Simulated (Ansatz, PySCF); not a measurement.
Reaction 2 R1 → P1 + P2, each structure at its B3LYP-D3(BJ)/def2-TZVP stationary point, reached from a drawn start (curvature not checked).
P1, SiF4 (SMILES F[Si](F)(F)F) (charge 0, multiplicity 1, Z-matrix in Å and degrees):
```
Si
F 1 1.5673
F 1 1.5673 2 109.47
F 1 1.5673 2 109.47 3 -120.00
F 1 1.5673 2 109.47 3 120.00
```
R1: F3Si (SMILES F[Si](F)F), charge 0, multiplicity 2.
P2: F2Si (SMILES F[Si]F), charge 0, multiplicity 1.

P less R. No zero-point or thermal terms; singlets are restricted closed shells; open shells are unrestricted.

Cores are frozen in the correlated methods.

Run with Ansatz (Gaussian basis) for Hartree–Fock, density functionals and correlated methods; PySCF for M06-2X and the D3/D4 terms. All values are computed, each at the level named.

```json
[
 {"level": "SVWN5/def2-TZVPP", "reaction energy (kcal/mol)": "-57.43"},
 {"level": "PBE/def2-TZVPP", "reaction energy (kcal/mol)": "-51.52"},
 {"level": "PBE-D3(BJ)/def2-TZVPP", "reaction energy (kcal/mol)": "-51.49"},
 {"level": "BLYP-D4/def2-TZVPP", "reaction energy (kcal/mol)": "-55.06"},
 {"level": "B97M-V/def2-TZVPP", "reaction energy (kcal/mol)": "-59.78"},
 {"level": "M06-2X/def2-TZVPP", "reaction energy (kcal/mol)": "-55.04"},
 {"level": "B2PLYP/def2-TZVPP", "reaction energy (kcal/mol)": "-56.41"},
 {"level": "CCSD/cc-pV(D+d)Z", "reaction energy (kcal/mol)": "-59.22"},
 {"level": "CCSD(T)/cc-pV(Q+d)Z", "reaction energy (kcal/mol)": "?"}
]
```

Q: Complete the blanks.

A: 
- CCSD(T)/cc-pV(Q+d)Z, reaction energy (kcal/mol): -59.17

Ansatz is a quantum-chemistry and plane-wave program.
